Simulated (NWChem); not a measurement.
System: C3H4Se; SMILES C([SeH])C#C

NWChem input:

```
start job
memory heap 200 mb stack 900 mb global 1100 mb
geometry units angstroms noautosym nocenter noautoz
  C      0.586417     2.787740     0.000179
  C     -0.123351     1.806719     0.000189
  C     -0.955766     0.622887     0.000259
  Se     0.175172    -0.997071     0.000587
  H      1.210102     3.662512     0.000303
  H     -1.596043     0.601540    -0.893739
  H     -1.595866     0.601709     0.894397
  H     -0.972234    -1.920203     0.007160
end
basis spherical
  C library pcsseg-1
  Se library pcsseg-1
  H library pcsseg-1
end
dft
  xc kt2
  iterations 150
end
property
  shielding 7 1 2 3 4 5 6 8
end
task dft property
```

Output (shortened):

```
             Northwest Computational Chemistry Package (NWChem) 7.3.0
             --------------------------------------------------------

                             Geometry "geometry" -> ""
                             -------------------------

 Output coordinates in angstroms (scale by  1.889725989 to convert to a.u.)

  No.       Tag          Charge          X              Y              Z
 ---- ---------------- ---------- -------------- -------------- --------------
    1 C                    6.0000     0.58641700     2.78774000     0.00017900
    2 C                    6.0000    -0.12335100     1.80671900     0.00018900
    3 C                    6.0000    -0.95576600     0.62288700     0.00025900
    4 Se                  34.0000     0.17517200    -0.99707100     0.00058700
    5 H                    1.0000     1.21010200     3.66251200     0.00030300
    6 H                    1.0000    -1.59604300     0.60154000    -0.89373900
    7 H                    1.0000    -1.59586600     0.60170900     0.89439700
    8 H                    1.0000    -0.97223400    -1.92020300     0.00716000

 Effective nuclear repulsion energy (a.u.)     207.1575699013

                              NWChem Property Module
                              ----------------------

  itol2e modified to match energy
  convergence criterion.

                                 NWChem DFT Module
                                 -----------------

 Summary of "ao basis" -> "ao basis" (spherical)
 ------------------------------------------------------------------------------
       Tag                 Description            Shells   Functions and Types
 ---------------- ------------------------------  ------  ---------------------
 C                          pcsseg-1                 7       17   3s3p1d
 Se                         pcsseg-1                15       41   5s7p3d
 H                          pcsseg-1                 3        5   2s1p

  itol2e modified to match energy
  convergence criterion.

            General Information
            -------------------
          SCF calculation type: DFT
          Wavefunction type:  closed shell.
          No. of atoms     :     8
          No. of electrons :    56
           Alpha electrons :    28
            Beta electrons :    28
          Charge           :     0
          Spin multiplicity:     1
          Use of symmetry is: off; symmetry adaption is: off
          Maximum number of iterations: 150
          AO basis - number of functions:   112
                     number of shells:    48
          Convergence on energy requested:  1.00D-07
          Convergence on density requested:  1.00D-05
          Convergence on gradient requested:  5.00D-04

              XC Information
              --------------
                          KT2 Method XC Functional
                        Slater Exchange Functional  1.072 local
                           KT1 gradient correction  1.000 non-local
            Perdew 1991 LDA Correlation Functional  0.577 local

             Grid Information
             ----------------
          Grid used for XC integration:  fine
          Radial quadrature: Mura-Knowles
          Angular quadrature: Lebedev.
          Tag              B.-S. Rad. Rad. Pts. Rad. Cut. Ang. Pts.
          ---              ---------- --------- --------- ---------
          C                   0.70       70          13.0       590
          Se                  1.15      140          13.0       974
          H                   0.35       60          14.0       590
          Grid pruning is: on
          Number of quadrature shells:   590
          Spatial weights used:  Erf1

      Superposition of Atomic Density Guess
      -------------------------------------

 Sum of atomic energies:       -2514.48406931

      Non-variational initial energy
      ------------------------------

 Total energy =   -2516.388988
 1-e energy   =   -3908.667238
 2-e energy   =    1185.120680
 HOMO         =      -0.266620
 LUMO         =       0.006955

   convergence    iter        energy       DeltaE   RMS-Dens  Diis-err
 ---------------- ----- ----------------- --------- --------- ---------
 d= 0,ls=0.0,diis     1  -2529.3054236458 -2.74D+03  9.19D-03  2.90D+00
 d= 0,ls=0.0,diis     2  -2529.2895098318  1.59D-02  1.00D-02  5.85D-01
 d= 0,ls=0.0,diis     3  -2529.1780953470  1.11D-01  6.55D-03  1.31D+00
 d= 0,ls=0.0,diis     4  -2529.3478734054 -1.70D-01  1.79D-03  1.05D-01
 d= 0,ls=0.0,diis     5  -2529.3604239777 -1.26D-02  4.93D-04  3.99D-03
  Resetting Diis
 d= 0,ls=0.0,diis     6  -2529.3608383297 -4.14D-04  1.69D-04  5.45D-04
 d= 0,ls=0.0,diis     7  -2529.3608866801 -4.84D-05  8.92D-05  1.98D-05
 d= 0,ls=0.0,diis     8  -2529.3608821846  4.50D-06  5.76D-05  4.77D-05
 d= 0,ls=0.0,diis     9  -2529.3608898467 -7.66D-06  5.92D-06  8.32D-07
 d= 0,ls=0.0,diis    10  -2529.3608899169 -7.02D-08  2.30D-06  1.16D-07

         Total DFT energy =    -2529.360889916922
      One electron energy =    -3914.785259302266
           Coulomb energy =     1294.779587844817
    Exchange-Corr. energy =     -116.512788360805
 Nuclear repulsion energy =      207.157569901332

 Numeric. integr. density =       56.000000920779

                       DFT Final Molecular Orbital Analysis
                       ------------------------------------

 Vector   26  Occ=2.000000D+00  E=-2.510101D-01
              MO Center=  1.5D-01,  2.2D+00,  5.2D-04, r^2= 1.9D+00
   Bfn.  Coefficient  Atom+Function         Bfn.  Coefficient  Atom+Function
  ----- ------------  ---------------      ----- ------------  ---------------
     9      0.327448  1 C  pz                26      0.309372  2 C  pz
    12      0.247932  1 C  pz                29      0.242123  2 C  pz
     6      0.156662  1 C  pz                23      0.147184  2 C  pz
   103     -0.121263  7 H  s                 98      0.120288  6 H  s
    77     -0.076505  4 Se pz                43     -0.072169  3 C  pz

 Vector   27  Occ=2.000000D+00  E=-2.492434D-01
              MO Center=  1.8D-01,  1.9D+00, -1.1D-05, r^2= 2.8D+00
   Bfn.  Coefficient  Atom+Function         Bfn.  Coefficient  Atom+Function
  ----- ------------  ---------------      ----- ------------  ---------------
     7      0.256480  1 C  px                24      0.236837  2 C  px
    10      0.186522  1 C  px                 8     -0.184920  1 C  py
    28     -0.180435  2 C  py                25     -0.169559  2 C  py
    27      0.160058  2 C  px                11     -0.155015  1 C  py
    73     -0.151063  4 Se py                75      0.138449  4 Se px

 Vector   28  Occ=2.000000D+00  E=-2.024721D-01
              MO Center=  7.8D-02, -9.1D-01,  5.9D-04, r^2= 2.1D+00
   Bfn.  Coefficient  Atom+Function         Bfn.  Coefficient  Atom+Function
  ----- ------------  ---------------      ----- ------------  ---------------
    77      0.640647  4 Se pz                74      0.489399  4 Se pz
    68     -0.185659  4 Se pz                71     -0.130425  4 Se pz
    98      0.121334  6 H  s                103     -0.120982  7 H  s
    43     -0.072991  3 C  pz                99      0.062086  6 H  s
   104     -0.061772  7 H  s                 62      0.055923  4 Se pz

 Vector   29  Occ=0.000000D+00  E=-4.762663D-02
              MO Center= -6.3D-02,  6.0D-03,  5.8D-04, r^2= 4.6D+00
   Bfn.  Coefficient  Atom+Function         Bfn.  Coefficient  Atom+Function
  ----- ------------  ---------------      ----- ------------  ---------------
    76     -0.856328  4 Se py                37      0.805870  3 C  s
    45     -0.443779  3 C  py                56     -0.396087  4 Se s
    75      0.312742  4 Se px                73     -0.309083  4 Se py
    44      0.287933  3 C  px                10     -0.220163  1 C  px
    11      0.207561  1 C  py                36      0.189266  3 C  s

 Vector   30  Occ=0.000000D+00  E=-2.820916D-02
              MO Center= -4.2D-01, -2.1D-01,  4.0D-03, r^2= 6.2D+00
   Bfn.  Coefficient  Atom+Function         Bfn.  Coefficient  Atom+Function
  ----- ------------  ---------------      ----- ------------  ---------------
   109      0.961939  8 H  s                 75      0.559386  4 Se px
    56     -0.546530  4 Se s                 76      0.387544  4 Se py
    37     -0.342599  3 C  s                 10     -0.337026  1 C  px
    27      0.314251  2 C  px               104      0.306198  7 H  s
    99      0.301414  6 H  s                108      0.267742  8 H  s

 Vector   31  Occ=0.000000D+00  E=-2.502683D-03
              MO Center= -6.6D-02,  2.0D+00, -1.2D-03, r^2= 3.4D+00
   Bfn.  Coefficient  Atom+Function         Bfn.  Coefficient  Atom+Function
  ----- ------------  ---------------      ----- ------------  ---------------
    12      0.708245  1 C  pz                29     -0.686706  2 C  pz
    99     -0.535463  6 H  s                104      0.531381  7 H  s
    26     -0.321619  2 C  pz                 9      0.295952  1 C  pz
    46     -0.224209  3 C  pz                98     -0.177022  6 H  s
   103      0.176308  7 H  s                 23     -0.152997  2 C  pz

     Multipole analysis of the density
     ---------------------------------

     L   x y z        total         alpha         beta         nuclear
     -   - - -        -----         -----         ----         -------
     0   0 0 0     -0.000000    -28.000000    -28.000000     56.000000

     1   1 0 0     -0.483418     -0.284801     -0.284801      0.086185
     1   0 1 0      0.088434     -0.285748     -0.285748      0.659930
     1   0 0 1      0.001216     -0.029478     -0.029478      0.060171

[...]

          -----------------------------------------
          Chemical Shielding Tensors (GIAO, in ppm)
          -----------------------------------------

                                NWChem CPHF Module
                                ------------------

  scftype          =     RHF
  nclosed          =       28
  nopen            =        0
  variables        =     2352
  # of vectors     =        3
  tolerance        = 0.10D-03
  level shift      = 0.00D+00
  max iterations   =       50
  max subspace     =       30

 SCF residual:    2.4670988850377930E-004

Iterative solution of linear equations
  No. of variables     2352
  No. of equations        3
  Maximum subspace       30
        Iterations       50
       Convergence  1.0D-04

   iter   nsub   residual    time
   ----  ------  --------  ---------
     1      3    1.09D-04      47.6
     2      6    1.06D-08      51.6

      Atom:    1  C
        Diamagnetic
    257.2414     18.0360      0.0027
     18.0360    270.4252      0.0040
      0.0027      0.0040    243.4882

        Paramagnetic
   -148.8133     73.1971     -0.0096
     73.1971    -85.3462      0.0283
     -0.0096      0.0283   -197.2038

        Total Shielding Tensor
    108.4281     91.2331     -0.0069
     91.2331    185.0790      0.0323
     -0.0069      0.0323     46.2845

           isotropic =     113.2639
          anisotropy =     198.6688

          Principal Components and Axis System
                 1           2           3
              245.7097     47.7978     46.2841

      1         0.5535      0.8328      0.0130
      2         0.8329     -0.5534     -0.0087
      3         0.0001     -0.0156      0.9999

      Atom:    2  C
        Diamagnetic
    255.1035     20.4463      0.0029
     20.4463    277.3019      0.0023
      0.0029      0.0023    240.6383

        Paramagnetic
   -145.6791    109.2806      0.0107
    109.2806    -73.2830     -0.0228
      0.0107     -0.0228   -229.7468

        Total Shielding Tensor
    109.4244    129.7269      0.0136
    129.7269    204.0189     -0.0204
      0.0136     -0.0204     10.8915

           isotropic =     108.1116
          anisotropy =     280.0352

          Principal Components and Axis System
                 1           2           3
              294.8017     18.6416     10.8914

      1         0.5734      0.8193     -0.0024
      2         0.8193     -0.5733      0.0017
      3        -0.0000      0.0030      1.0000

      Atom:    3  C
        Diamagnetic
    245.0741     -4.3710      0.0005
     -4.3710    265.9270     -0.0018
      0.0005     -0.0018    243.1035

        Paramagnetic
    -65.9330      7.1463     -0.0046
      7.1463    -88.9346      0.0009
     -0.0046      0.0009    -94.4007

        Total Shielding Tensor
    179.1411      2.7753     -0.0041
      2.7753    176.9924     -0.0009
     -0.0041     -0.0009    148.7028

           isotropic =     168.2788
          anisotropy =      19.1459

          Principal Components and Axis System
                 1           2           3
              181.0427    175.0908    148.7028

      1         0.8249     -0.5652      0.0001
      2         0.5652      0.8249      0.0000
      3        -0.0001      0.0001      1.0000

      Atom:    4  Se
        Diamagnetic
   3001.2385     -3.3543     -0.0245
     -3.3543   3008.5586     -0.0259
     -0.0245     -0.0259   2992.9725

        Paramagnetic
  -1710.6073    -61.6006      1.9388
    -61.6006   -686.9089     -0.6728
      1.9388     -0.6728  -1387.5265

        Total Shielding Tensor
   1290.6312    -64.9549      1.9143
    -64.9549   2321.6497     -0.6987
      1.9143     -0.6987   1605.4460

           isotropic =    1739.2423
          anisotropy =     879.7266

          Principal Components and Axis System
                 1           2           3
             2325.7267   1605.4560   1286.5442

      1        -0.0626      0.0058      0.9980
      2         0.9980      0.0015      0.0626
      3        -0.0011      1.0000     -0.0059

      Atom:    5  H
        Diamagnetic
     32.7507      5.8540      0.0010
      5.8540     37.6747      0.0015
      0.0010      0.0015     28.4664

        Paramagnetic
     -4.5495      0.8818     -0.0001
      0.8818     -2.9109      0.0005
     -0.0001      0.0005     -4.4196

        Total Shielding Tensor
     28.2012      6.7358      0.0010
      6.7358     34.7638      0.0021
      0.0010      0.0021     24.0467

           isotropic =      29.0039
          anisotropy =      14.9567

          Principal Components and Axis System
                 1           2           3
               38.9751     24.0467     23.9900

      1         0.5301     -0.0041      0.8479
      2         0.8479      0.0024     -0.5301
      3         0.0002      1.0000      0.0048

      Atom:    6  H
        Diamagnetic
     29.3166     -0.7193      9.9459
     -0.7193     25.2503     -0.2165
      9.9459     -0.2165     29.2298

        Paramagnetic
     -0.3692     -1.3874     -3.2398
     -1.3874      2.4635     -0.4389
     -3.2398     -0.4389     -3.2112

        Total Shielding Tensor
     28.9474     -2.1067      6.7062
     -2.1067     27.7138     -0.6555
      6.7062     -0.6555     26.0186

           isotropic =      27.5599
          anisotropy =      11.0613

          Principal Components and Axis System
                 1           2           3
               34.9341     27.2223     20.5234

      1         0.7585      0.1406     -0.6363
      2        -0.2750      0.9543     -0.1169
      3         0.5908      0.2636      0.7625

      Atom:    7  H
        Diamagnetic
     33.8834     12.5056     -0.0933
     12.5056     33.8753     -0.0858
     -0.0933     -0.0858     17.6281

        Paramagnetic
     -2.4198     -5.1219      0.0362
     -5.1219      1.8248      0.0209
      0.0362      0.0209      2.2849

        Total Shielding Tensor
     31.4636      7.3837     -0.0571
      7.3837     35.7001     -0.0648
     -0.0571     -0.0648     19.9131

           isotropic =      29.0256
          anisotropy =      18.3572

          Principal Components and Axis System
                 1           2           3
               41.2637     25.9003     19.9127

      1         0.6018      0.7987      0.0033
      2         0.7987     -0.6018      0.0026
      3        -0.0040     -0.0011      1.0000
```

Level: KT2/pcSseg-1, GIAO. Geometry: optimised at PBE0/def2-SVP. The output numbers the shielded atoms by their place in the input's list. The printed shielding anisotropy is the first printed principal value minus the mean of the other two.
